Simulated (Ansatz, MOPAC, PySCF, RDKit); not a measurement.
Pair of molecules: HF (SMILES F) (first 2 atoms) with HI (SMILES I); geometry from B3LYP-D3(BJ)/def2-TZVP, rigid monomers moved along the line of their centres of mass till F1···H4 is 3.11 Å.
(charge 0, multiplicity 1):
| atom | x (Å) | y (Å) | z (Å) |
|---|---|---|---|
| F | 0.5518 | 0.6191 | -0.2611 |
| H | 0.2829 | -0.2134 | -0.5646 |
| I | -0.2969 | 0.1240 | 4.2911 |
| H | 0.1139 | 0.6451 | 2.8151 |

```csv
level,interaction energy (kcal/mol),cost
UFF,-0.18,-
PM3,-0.17,-
PM6,-0.53,-
PM7,-0.88,-
HF/3-21G (no counterpoise),-0.90,-
PBE-D4/def2-TZVPPD,-1.02,×1
r2SCAN/def2-TZVPPD,-0.85,×2
r2SCAN-D4/def2-TZVPPD,-0.93,×2
B3LYP/3-21G (no counterpoise),-1.14,-
B3LYP-D3(BJ)/def2-TZVPPD,-0.85,×1
B3LYP-D4/def2-TZVPPD,-0.83,×1
PBE0-D4/def2-TZVPPD,-0.99,×2
MP2/def2-TZVPPD,-0.88,-
MP2/def2-QZVPPD,-0.90,-
"MP2/CBS(def2-TZVPPD, def2-QZVPPD)",-0.92,-
SCS-MP2/def2-SVPD,-0.81,-
CCSD/def2-SVPD,-0.83,-
CCSD/def2-TZVPPD,-0.81,-
CCSD(T)/def2-QZVPPD,-0.88,×50*
"CCSD(T)/CBS(def2-TZVPPD, def2-QZVPPD)",-0.91,×60*
```

The rows run from -1.14 (B3LYP/3-21G (no counterpoise)) to -0.17 kcal/mol (PM3). From def2-TZVPPD to def2-QZVPPD MP2 changes by -0.02. The dispersion term adds -0.08 in r2SCAN-D4.

Counterpoise-corrected where a basis set is named; no monomer relaxation. Rows marked so take none. RDKit's UFF carries no charges.

Cores are frozen in the correlated methods. Filled d and f shells under p-block atoms count as core. CBS(a, b) extrapolates the correlation energy as X⁻³ and adds the Hartree–Fock energy of set b. Rows in 3-21G carry no dispersion term and start afresh at each structure; the Pople sets are all-electron and without relativity. The state reached by PM3, PM6, PM7 isn't checked; PM7 holds dispersion and hydrogen-bond terms.

Run with Ansatz (a quantum-chemistry and plane-wave program) with Gaussian orbitals; MOPAC for PM3, PM6, PM7 (differences of heats of formation); PySCF for 3-21G rows, the dispersion terms; RDKit for the force fields. Values without a source in brackets are computed. In def2 rows elements past Kr take small-core potentials, without spin–orbit coupling.

Costs are rough ratios of core time to PBE/def2-TZVPPD (about 2.6 s over the structures, on one shared machine); a dash marks a level with no comparable run of its own. A star marks coupled-cluster runs past 200 virtual orbitals, where the program's memory plan changes under this machine's limit, so their costs aren't comparable with smaller runs.
